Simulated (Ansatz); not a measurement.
Species: C2H6Si2, SMILES `C=[SiH]C=[SiH2]` (C–Si–C–Si torsion 180°) (charge 0, multiplicity 1).

Question: Give a relaxed geometry from B3LYP-D3(BJ)/def2-TZVP (Ansatz, a program for electronic structure).

Answer: Several could match; the one computed here: the end point of this relaxation, one of several conformers (outside a Z-matrix the atoms follow the SMILES, hydrogens last).
Z-matrix (Å, degrees):
```
C
H 1 1.0863
Si 1 1.7114 2 117.66
H 3 1.4723 1 121.94 2 -179.98
H 3 1.4735 4 114.70 1 180.00
Si 1 1.8097 2 117.05 3 -179.99
C 6 1.7055 1 125.59 2 -0.01
H 7 1.0822 6 121.61 1 179.99
H 7 1.0824 8 115.57 6 179.99
H 6 1.4766 7 120.83 8 0.00
```
